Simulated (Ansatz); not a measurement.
A search over several starts for the lowest SCF solution of the cluster Os4 at the given spin, in a small basis.

```yaml
crystal:
  periodic: [false, false, false]
  atoms:
    - {symbol: Os, position_ang: [-1.398113, 2.122991, 0.051554]}
    - {symbol: Os, position_ang: [0.246418, 2.539109, -1.528104]}
    - {symbol: Os, position_ang: [1.607561, 1.999714, 0.249230]}
    - {symbol: Os, position_ang: [0.038235, 0.314585, 0.250521]}
basis:
  gaussian: {orbitals: def2-SVP, initial_orbitals: start.molden}
magnetization: {spin_polarized: true, initial_magnetization: 2}
hamiltonian: {xc: pbe0, dispersion: d4}
output: {orbitals: {seedname: orbitals}}
```

The file start.molden holds the orbitals of an earlier run on this structure, at another level or in another basis.

```sh
$ ansatz run in.yaml --threads 4 --pin off --events-out ev --progress --plain --max-ram 3916MiB
```

Shortened log:

```
Functional definition: PBE0
1264 factors; integrals over basis functions are off by at most 7.2e-4 eV
mean field evaluation 1: about -9863.9543 eV, gradient 3.2e0 eV
mean field evaluation 2: about -9864.0740 eV, gradient 3.3e-1 eV
mean field evaluation 4: about -9864.4477 eV, gradient 7.5e-2 eV
mean field evaluation 8: about -9864.4480 eV, gradient 1.5e-5 eV
mean field evaluation 16: about -9864.4480 eV, gradient 2.7e-5 eV
mean field evaluation 32: about -9863.6807 eV, gradient 6.4e-1 eV
mean field evaluation 64: about -9730.6145 eV, gradient 6.0e2 eV
mean field evaluation 96: about -9746.7432 eV, gradient 3.6e2 eV
mean field evaluation 128: about -9781.2671 eV, gradient 5.5e2 eV
mean field evaluation 160: about -9684.0463 eV, gradient 6.4e2 eV
mean field evaluation 192: about -9771.9972 eV, gradient 4.9e2 eV
mean field evaluation 224: about -9685.8164 eV, gradient 6.4e2 eV
mean field evaluation 256: about -9692.5722 eV, gradient 6.6e2 eV
mean field evaluation 288: about -9771.0208 eV, gradient 4.9e2 eV
mean field evaluation 320: about -9759.3499 eV, gradient 4.3e2 eV
mean field evaluation 352: about -9685.6685 eV, gradient 6.4e2 eV
mean field evaluation 384: about -9692.4359 eV, gradient 6.6e2 eV
mean field evaluation 416: about -9862.8014 eV, gradient 1.0e1 eV
mean field evaluation 448: about -9863.8231 eV, gradient 9.4e-1 eV
mean field evaluation 480: about -9864.0160 eV, gradient 8.7e-1 eV
mean field evaluation 512: about -9864.0547 eV, gradient 7.1e-1 eV
mean field evaluation 544: about -9861.2165 eV, gradient 1.0e1 eV
mean field evaluation 576: about -9862.2817 eV, gradient 3.9e0 eV
mean field evaluation 608: about -9863.6465 eV, gradient 1.7e0 eV
mean field evaluation 640: about -9864.2887 eV, gradient 5.4e-1 eV
mean field evaluation 672: about -9864.3969 eV, gradient 4.9e-1 eV
mean field -9864.44797492 eV, -362.5117767152 hartree, gradient 1.1e-5 eV, S^2 4.391800; 15 other end points of the search recorded, 0 dependent functions left out
reference -9864.44800185 eV, -362.5117777051 hartree; 33, 31 occupied and 95, 97 virtual orbitals, 1264 factors
Total energy: -9864.66650525 eV, -362.5198075568 hartree
```

It took 2.7 min on 4 threads of Arm Neoverse V1 on a shared host, peak host memory 0.68 GiB.

In the def2 sets Os takes a core potential; there is no spin–orbit coupling. The charge 0 triplet is spin-contaminated (final ⟨S²⟩ up to 4.39, 2.00 for a pure state). The structure comes from a short search, and lower isomers may exist.
